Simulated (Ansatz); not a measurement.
Basis sets compared for Si(NCO)H3 (CH₃NOSi). Total charge 0; singlet. Geometry r2SCAN-D4/def2-TZVP. Ansatz on 4 threads of Arm Neoverse V1 on a shared host; times are rough, and most runs start from earlier orbitals.

Cartesian coordinates in Å:
```
Si 0.8789 -0.4537 0.2929
N -0.5914 0.2604 -0.1903
C -1.5933 0.8141 -0.5296
O -2.5784 1.3500 -0.8620
H 1.8892 -0.2486 -0.7701
H 0.6604 -1.9020 0.5079
H 1.3347 0.1799 1.5512
```

Binding counts from free atoms (Si triplet, N quartet, C triplet, O triplet, H doublet) in the same basis, without a counterpoise term.

| level | functions | energy (Eh) | HOMO (eV) | LUMO (eV) | binding per atom (eV) | wall time |
| --- | --- | --- | --- | --- | --- | --- |
| HF/STO-3G | 27 | -452.3231 | -8.16 | 10.02 | 2.86 | 0.1 s |
| HF/6-31G | 46 | -457.7356 | -11.76 | 3.39 | 2.21 | 0.15 s |
| PBE-D4/def2-SVP | 75 | -458.8569 | -7.15 | -0.22 | 4.29 | 0.5 s |
| PBE0-D4/def2-SVP | 75 | -458.8831 | -8.59 | 0.71 | 4.14 | 0.5 s |

Problem. Estimate the rows for HF/def2-TZVP, PBE-D4/def2-TZVP, PBE0-D4/def2-TZVP.

Solution. 
```json
{"level": "HF/def2-TZVP", "functions": "148", "energy (Eh)": "-457.9865", "HOMO (eV)": "-12.06", "LUMO (eV)": "2.87", "binding per atom (eV)": "2.82", "wall time": "0.5 s"}
{"level": "PBE-D4/def2-TZVP", "functions": "148", "energy (Eh)": "-459.1569", "HOMO (eV)": "-7.34", "LUMO (eV)": "-0.72", "binding per atom (eV)": "4.27", "wall time": "0.75 s"}
{"level": "PBE0-D4/def2-TZVP", "functions": "148", "energy (Eh)": "-459.1816", "HOMO (eV)": "-8.71", "LUMO (eV)": "0.11", "binding per atom (eV)": "4.13", "wall time": "0.95 s"}
```
